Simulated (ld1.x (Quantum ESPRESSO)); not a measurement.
## antimony (Sb), ultrasoft: configuration errors across variants

Sb (Z = 51), ultrasoft, made with ld1.x (Quantum ESPRESSO) 7.5 (PBEsol, non-relativistic). Core [Kr], reference 4d10 5s1.75 5p3.25. Waves: 5s (bound): rcut 1.75, rcutus 2.15 bohr; 5s channel at -0.3 Ry: rcut 1.75, rcutus 2.15 bohr; 5p (bound): rcut 1.95, rcutus 2.05 bohr; 5p channel at 0.05 Ry: rcut 1.95, rcutus 2.05 bohr; 4d (bound): rcut 0.95, rcutus 1.00 bohr; 4d channel at -2 Ry: rcut 0.95, rcutus 1.00 bohr. Local part: all-electron potential smoothed inside 0.75 bohr (lloc = -1). Core correction: a·sin(br)/r model core, default radius (core density twice the valence density). Augmentation charge: built from norm-conserving waves at rcut, not smoothed further.

All-electron excitation energies from the reference (eV): (1) 4d10 5s2 5p3 -1.761; (2) 4d10 5s2 5p2 6.635; (3) 4d10 5s2 5p1 22.641; (4) 4d9 5s2 5p4 31.067; (5) 4d10 5s1 5p4 5.342; (6) 4d10 5s2 5p3.3 -2.944; (7) 4d10 5s1 5p3 14.280.

The default core radius of the base comes out at 0.60 bohr.

The overlap operator is not positive definite (basis up to 400 Ry) in “base”, “core correction none”, “core correction a·sin(br)/r model core inside 0.42 bohr”, “core correction a·sin(br)/r model core inside 0.64 bohr”, “core correction a·sin(br)/r model core inside 0.76 bohr”, “core correction a·sin(br)/r model core inside 1.02 bohr”, “core correction a·sin(br)/r model core inside 1.18 bohr”. Such files are unfit for use, however small their errors in these radial tests.

Errors AE − PS in meV (a dash: test not solved or not reliable):

```tsv
change	(1)	(2)	(3)	(4)	(5)	(6)	(7)	bound ghosts
base	-0.1	-0.4	-1.5	-357	-0.9	-0.1	-1.0	not determined (overlap not positive)
core correction none	0.0	–	-3.5	-302	-0.2	0.0	0.0	not determined (overlap not positive)
core correction a·sin(br)/r model core inside 0.42 bohr	-0.1	-0.4	-1.5	-357	-0.9	-0.1	-1.0	not determined (overlap not positive)
core correction a·sin(br)/r model core inside 0.64 bohr	-0.1	-0.4	-1.5	-357	-0.9	-0.1	-1.0	not determined (overlap not positive)
core correction a·sin(br)/r model core inside 0.76 bohr	-0.1	-0.4	-1.5	-357	-0.9	-0.1	-1.0	not determined (overlap not positive)
core correction a·sin(br)/r model core inside 1.02 bohr	-0.1	-0.4	-1.5	-353	-0.9	-0.1	-1.0	not determined (overlap not positive)
core correction a·sin(br)/r model core inside 1.18 bohr	-0.1	-0.4	-1.5	-346	-0.9	-0.1	-0.9	not determined (overlap not positive)
```

Question: Give the same row for: core correction a·sin(br)/r model core inside 0.90 bohr.

Answer: -0.1, -0.4, -1.5, -356, -0.9, -0.1, -1.0; bound ghosts: not determined (overlap not positive). Its overlap operator is not positive definite in a basis up to 400 Ry (lowest eigenvalue s -0.29, p -0.29), so the file is unfit for use: the generalised eigenproblem breaks down once the basis is large enough, and its test numbers describe a broken file.
